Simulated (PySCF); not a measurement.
**Be (beryllium, neutral) across methods**

[He] 2s1 2p1, high-spin 3P determinant (an excited configuration). All numbers are calculated (PySCF 2.14, scalar relativity by spin-free X2C-1e, in dyall-av3z). The B2PLYP total includes its PT2 part (frozen core); its orbital energies are those of the SCF part.

| method | E (hartree) | mean ε 1s β (eV) | mean ε 2s α (eV) | mean ε 2p α (eV) | Σ⟨r²⟩ (bohr²) | ⟨S²⟩ |
| --- | --- | --- | --- | --- | --- | --- |
| UHF | -14.51610 | -128.55 | -10.783 | -6.688 | 18.29 | 2.000 |
| PBE0 | -14.5553 | -112.19 | -7.717 | -4.061 | 18.47 | 2.000 |
| B2PLYP | -14.5598 | -118.57 | -8.681 | -4.902 | 18.35 | 2.000 |
| PBE | -14.5479 | -106.52 | -6.592 | -3.128 | 18.75 | 2.000 |
| TPSSh | -14.5839 | -110.19 | -7.097 | -3.511 | 18.40 | 2.000 |
| r2SCAN | -14.5733 | -108.86 | -6.837 | -3.271 | 18.41 | 2.000 |
| LDA | -14.3614 | -105.26 | -6.569 | -3.072 | 19.03 | 2.000 |
| LC-wPBE | -14.5615 | -112.43 | -10.517 | -6.578 | 17.99 | 2.000 |
| wB97X | -14.5786 | -114.36 | -9.994 | -6.121 | 18.61 | 2.000 |
